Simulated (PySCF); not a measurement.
Al(Cl)(NHMe)(OH) (CH5AlClNO), SMILES [Cl][Al]([OH])[NH]C.

The structure is a stationary point at PBE-D3(BJ)/def2-SVP. The structure was generated by enumeration; whether it is a known compound was not checked. Other conformers were not sampled.

Method: r2SCAN/def2-TZVP (PySCF).

Computed frontier levels, gap, dipole moment and polarisability:
```
Property                                                                                                        Value
---------------------------------------------------------------------------------------------  ----------------------
highest occupied level                                                                                       -5.83 eV
lowest empty level                                                                                           -0.82 eV
orbital gap                                                                                                   5.01 eV
dipole moment                                                                                                  0.81 D
quadrupole, principal values (traceless, Buckingham form, about the centre of nuclear charge)  -8.66, -0.12, 8.78 D·Å
mean static polarisability                                                                       59.6 bohr³ (8.84 Å³)
polarisability, principal values                                                               48.2, 56.2, 74.5 bohr³
```
